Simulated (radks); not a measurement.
The numbers below are computed, except where a source is named.
Valence configurations of Dy+ (all share [Xe]). Level of theory: scalar-relativistic Kohn-Sham, r2SCAN, spin-polarised, spherical densities, finite nucleus; open shells are filled with parallel spins first (spin-orbit coupling, left out, can overturn this in heavy ions); meta-GGA in the generalised Kohn-Sham scheme; Fermi nuclear charge, rms radius 5.2218 fm (a radial shooting solver on a logarithmic mesh with Libxc functionals). Energies are relative to 4f10 6s1; eigenvalues in eV for spin up.

| valence | E (eV) | moment (Bohr magnetons) | e(4f) | e(5d) | e(6p) | e(6s) |
|---|---|---|---|---|---|---|
| 4f10 6s1 | 0.000 | 5 | -10.962 | - | - | -9.371 |
| 4f9.5 5d0.5 6s1 | 0.366 | 6 | -14.131 | -7.900 | - | -9.863 |
| 4f9.5 6s1 6p0.5 | 1.427 | 6 | -15.850 | - | -6.705 | -10.675 |
| 4f9 5d1 6s1 | 1.579 | 7 | -17.552 | -8.772 | - | -10.271 |
| 4f10.5 6s0.5 | 1.696 | 4 | -7.361 | - | - | -8.205 |
| 4f9 6s2 | 1.793 | 5 | -20.139 | - | - | -10.640 |
| 4f10 6p1 | 3.504 | 5 | -12.277 | - | -6.394 | - |
| 4f11 | 4.006 | 3 | -5.130 | - | - | - |
| 4f9.5 6p1.5 | 5.268 | 6 | -17.154 | - | -7.287 | - |
| 4f7.5 6s1 6p2.5 | 26.308 | 10 | -38.967 | - | -9.977 | -15.343 |

NIST lists [Xe] 4f10 6s1 as the ground configuration; this level of theory agrees among the configurations tried. The energies are those of spherical high-spin densities, not of single terms.
